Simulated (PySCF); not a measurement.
Compound: C4H10Ge.
Atom-mapped SMILES: `[CH2:1]=[CH:2][CH2:3][CH2:4][GeH3:5]` (hydrogens: H6, H7 on C1; H8 on C2; H9, H10 on C3; H11, H12 on C4; H13, H14, H15 on Ge5)

Structure used (PBE0-D3(BJ)/def2-SVP), in Å, numbered top down from 1:
```xyz
15
C4H10Ge angstrom
C     -2.3570    0.9541    0.3186
C     -1.2143    0.7944   -0.3497
C     -0.5856   -0.5242   -0.6778
C      0.7600   -0.7558    0.0179
Ge     2.1812    0.5158   -0.4573
H     -2.7629    1.9456    0.5358
H     -2.9343    0.0926    0.6712
H     -0.6716    1.6898   -0.6819
H     -0.4405   -0.5893   -1.7717
H     -1.2843   -1.3348   -0.4100
H      1.1394   -1.7613   -0.2265
H      0.6317   -0.7231    1.1122
H      1.9579    1.8935    0.1959
H      3.5453   -0.0279    0.0094
H      2.2168    0.7036   -1.9889
```

Method: TDDFT B3LYP/def2-SVPD, vertical, gas phase, core orbitals frozen in the response in PySCF 2.14.0, density-fitted response routines. Relativistic effects, spin–orbit coupling among them, are left out although an element past zinc is present.

Computed states:

```
state  E (eV)       f
   S1    6.69   0.079
   S2    7.07  0.0047
   S3    7.14   0.093
   S4    7.27   0.184
   S5    7.45   0.052
   S6    7.58   0.077
   S7    7.60  0.0035
   S8    7.74   0.050
   S9    7.74   0.016
  S10    7.93   0.041
```

Each state is given a Gaussian of 0.25 eV full width at half maximum, with ε(max) = 2.175×10⁸ f / Δν̃ (Δν̃ the width in cm⁻¹). The width is an assumption, not a result. The curve ends short of the highest state used, and states not computed would add to its high-energy end.

Question: Give the broadened spectrum and its maxima.

Answer: 
(λ (nm), ε (L mol⁻¹ cm⁻¹)): (169.3, 22513), (170.0, 24713), (170.8, 26220), (171.6, 26264), (172.3, 25069), (173.1, 22533), (173.9, 19167), (174.6, 15911), (175.4, 12219), (176.2, 8883), (177.0, 6140), (177.7, 4332), (178.5, 2981), (179.3, 2374), (180.0, 2404), (180.8, 2997), (181.6, 4050), (182.3, 5199), (183.1, 6551), (183.9, 7684), (184.7, 8365), (185.4, 8474), (186.2, 8030), (187.0, 7082), (187.7, 5990), (188.5, 4640), (189.3, 3362), (190.0, 2405), (190.8, 1545), (191.6, 933), (192.4, 530), (193.1, 308), (193.9, 157), (194.7, 76), (195.4, 38), (196.2, 17)

Maxima: 185 nm (6.69 eV), ε about 8500, made up of S1 (100%); 171 nm (7.24 eV), ε about 26000, made up of S3 (23%) and S4 (73%) (ε in L mol⁻¹ cm⁻¹; maxima over ε = 5, shares over 10%).

Question: Coming from long wavelengths, where does ε first pass 100 L mol⁻¹ cm⁻¹?

Answer: At about 194 nm (6.38 eV), 0.32 eV below S1.

Question: What would ε be at 7.24 eV, the highest of these maxima, with half the width (0.125 eV)?

Answer: About 38100 L mol⁻¹ cm⁻¹ against 26400, a factor of about 1.4; a lone state at its own centre would give exactly 2.

Question: On this curve, what absorbance would a 10⁻⁴ mol/L sample give at 193 nm over a 1 cm path?

Answer: 193 nm is 6.424 eV, where ε is about 330 L mol⁻¹ cm⁻¹, so A = ε c l ≈ 0.033 (Beer–Lambert, with the gas-phase spectrum and the assumed width).

All these states lie below the vertical ionisation energy of 9.65 eV (ΔSCF).

On an Arm Neoverse V1 with one thread, on a shared host, this took 1.9 min wall (with the writing of density and orbital grids) and 0.94 GiB of memory at its peak.

One conformer stands for the species.
